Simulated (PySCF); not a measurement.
Compound: C5H6N2O.
SMILES with atom numbers: `[N:1]#[C:2][C@@H:3]1[CH2:4][NH:5][C:6](=[O:7])[CH2:8]1` (hydrogens: H9 on C3; H10, H11 on C4; H12 on N5; H13, H14 on C8)

The geometry is computed with GFN2-xTB (gas phase).

(1) List the bond lengths, angles and torsions at this level.

Results:

(1) 
| bond | length (pm) |
| --- | --- |
| N1≡C2 | 114.3 |
| C2–C3 | 144.1 |
| C3–C4 | 154.5 |
| C4–N5 | 144.0 |
| N5–C6 | 135.2 |
| C6=O7 | 120.4 |
| C6–C8 | 152.6 |
| C3–C8 | 153.6 |
| C3–H9 | 109.5 |
| C4–H10 | 109.3 |
| C4–H11 | 109.9 |
| N5–H12 | 100.7 |
| C8–H13 | 108.8 |
| C8–H14 | 109.3 |

A selection of angles:
| angle | degrees |
| --- | --- |
| N1–C2–C3 | 178.8 |
| C2–C3–C4 | 112.1 |
| C2–C3–C8 | 112.3 |
| C2–C3–H9 | 108.5 |
| C4–C3–C8 | 103.8 |
| C4–C3–H9 | 109.9 |
| C8–C3–H9 | 110.0 |
| C3–C4–N5 | 102.7 |
| C3–C4–H10 | 112.0 |
| C3–C4–H11 | 110.9 |
| N5–C4–H10 | 111.3 |
| N5–C4–H11 | 111.3 |
| H10–C4–H11 | 108.5 |
| C4–N5–C6 | 115.5 |
| C4–N5–H12 | 122.0 |
| C6–N5–H12 | 121.9 |
| N5–C6–O7 | 125.9 |
| N5–C6–C8 | 107.1 |
| O7–C6–C8 | 127.0 |
| C6–C8–H13 | 111.2 |
| C6–C8–H14 | 108.1 |
| C3–C8–C6 | 104.3 |
| C3–C8–H13 | 113.3 |
| C3–C8–H14 | 111.7 |
| H13–C8–H14 | 108.1 |

Torsions: C2–C3–C4–N5 -146° (anticlinal); C3–C4–N5–C6 18° (synperiplanar); C4–N5–C6–O7 177° (antiperiplanar); N5–C6–C8–C3 -14° (synperiplanar); C2–C3–C8–C6 145° (anticlinal).

N5 (amide nitrogen) is planar (angles 122.0°, 121.9° and 115.5°, sum 359.4°, 0.06 Å off the plane of its three neighbours). The 4 C–C bonds span 1.441 Å (C2–C3, drawn single) to 1.545 Å (C3–C4, drawn single), a spread of 0.104 Å. The C–N distances run from 1.143 Å (N1≡C2, drawn triple) to 1.440 Å (C4–N5, drawn single), a spread of 0.297 Å. The 5-membered ring C3–C4–N5–C6–C8 has internal angles of 102.7° to 115.5°; it is puckered, 0.11 Å rms from its mean plane, widest ring torsion 25°.

Point group: C1 (no symmetry element, even within 0.4 Å). No GFN2-xTB frequencies stand behind this structure, so it isn't proved a minimum. The numbers are those of one conformer.
